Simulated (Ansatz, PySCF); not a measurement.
Gas-phase reaction (SMILES): OB(F)F + [H][H] (H2) → FBF + O (H2O); hydrogen cleaves one B-O bond, a model of a ligand-exchange step.

Geometries: B3LYP-D3(BJ)/def2-TZVP minima from Ansatz (an electronic-structure program), one conformer each, not searched for the lowest. Cores are frozen in the correlated levels unless marked. Spin-orbit coupling is left out. Non-relativistic. CBS marks a two-point X^-3 extrapolation of the correlation energy; Hartree-Fock from the larger set. Thermal terms are rigid-rotor harmonic-oscillator values from B3LYP-D3(BJ) frequencies (Ansatz or PySCF) at 298.15 K and 1 atm. 1 Eh = 627.5095 kcal/mol.

| species | E, CCSD(T)/CBS(cc-pVTZ,cc-pVQZ) (Ansatz) (Eh) | E, PBE-D3(BJ)/def2-TZVPD (Ansatz + dftd3) (Eh) | H - E (Eh) | G - E (Eh) |
|---|---|---|---|---|
| OB(F)F | -300.32806 | -300.37080 | 0.02926 | -0.00168 |
| [H][H] (H2) | -1.17450 | -1.16598 | 0.01336 | -0.00144 |
| FBF | -225.08740 | -225.11656 | 0.02196 | -0.00581 |
| O (H2O) | -76.37426 | -76.38147 | 0.02495 | 0.00353 |

Question: Work out ΔE and ΔH, ΔG, ΔS and the equilibrium constant at 298.15 K at the first level, then ΔH at the second.

Answer: 
1. ΔE = [(-225.08740) + (-76.37426)] - [(-300.32806) + (-1.17450)] = 0.04090 Eh = 25.7 kcal/mol at CCSD(T)/CBS(cc-pVTZ,cc-pVQZ).
2. The terms H - E add up to 0.00429 Eh, so ΔH = (0.04090 + (0.00429))×627.5095 = 28.4 kcal/mol.
3. The terms G - E add up to 0.00084 Eh, so ΔG = 26.2 kcal/mol, and ΔS = (0.00429 - (0.00084))×627509.5/298.15 = 7.3 cal/(mol K).
4. log10 K = -ΔG/(RT ln 10) = -19.2, with RT ln 10 = 1.3642 kcal/mol.
5. At PBE-D3(BJ)/def2-TZVPD the same steps give ΔE = 24.3 and ΔH = 27.0 kcal/mol, a shift of -1.4 from the first level.
6. These values are not checked against measurement here, since the tables used lack a sound gas-phase enthalpy of formation for at least one species.
